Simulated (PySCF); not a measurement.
Isomers of C3H5N. All species are isolated molecules in the gas phase. One relaxed conformer stands for each flexible species; it need not be the lowest. Strings in code marks are SMILES.

Quantity: vertical ionisation energy (energy after one electron is removed minus that of the parent at the parent's geometry), in eV.

A: `N=C1CC1`
B: `CCC#N`
C: `NC1=CC1`
D: `CC#CN`
E: `C=CN=C` (C–C–N–C torsion 180°)

### Question
Put the candidates in order of vertical ionisation energy (energy after one electron is removed minus that of the parent at the parent's geometry), lowest first, for PBE0-D4/def2-TZVP (PySCF).

### Answer
C (8.06 eV), D (8.33 eV), A (9.44 eV), E (9.52 eV), B (11.80 eV)
